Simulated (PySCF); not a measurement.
C₃H₁₂N₂Si, SMILES CC(C)[SiH](N)N. Atoms are numbered in the order given.

```xyz
18

C     -1.6300    -0.9844     1.1943
C     -1.0828     0.2090     0.3977
C     -1.6993     0.2909    -1.0070
Si     0.8214     0.1232     0.3077
N      1.4973    -1.2146    -0.5835
N      1.3276     1.5639    -0.5394
H     -2.7394    -0.9626     1.2590
H     -1.2335    -1.0116     2.2304
H     -1.3482    -1.9442     0.7090
H     -1.3313     1.1453     0.9518
H     -1.4625    -0.6236    -1.5934
H     -2.8072     0.3735    -0.9667
H     -1.3073     1.1549    -1.5804
H      1.3413    -0.0896     1.7153
H      1.6444    -2.1076    -0.1095
H      1.2362    -1.3551    -1.5624
H      0.8776     2.4531    -0.3081
H      2.3280     1.7044    -0.7028
```

Geometry optimised at PBE-D3(BJ)/def2-SVP. This is a generated structure with no PubChem entry under its InChIKey; it may be hypothetical. Other conformers were not sampled.

The numbers are results of PBE/pcSseg-1 (PySCF), not measurements.

GIAO shieldings, no solvent; atoms listed in one row are averaged. δ = σ(ref) − σ: ¹³C against TMS (σ = 182.0 ppm); ²⁹Si against TMS (σ = 335.4 ppm); ¹⁵N against NH3 (σ = 267.0 ppm); ¹H against TMS (σ = 31.49 ppm), references at their B3LYP-D3(BJ)/def2-TZVP geometries, non-relativistic.

```
nucleus          atoms  count  δ (ppm)
-------  -------------  -----  -------
¹³C                 C2      1     23.7
¹³C                 C1      1     22.9
¹³C                 C3      1     21.7
²⁹Si               Si4      1    -13.6
¹⁵N                 N6      1     31.2
¹⁵N                 N5      1     19.4
¹H                 H14      1     5.46
¹H       H11, H12, H13      3     1.57
¹H          H7, H8, H9      3     1.45
¹H                 H10      1     1.05
¹H                 H18      1     0.89
¹H                 H16      1     0.76
¹H                 H15      1     0.66
¹H                 H17      1     0.44
```
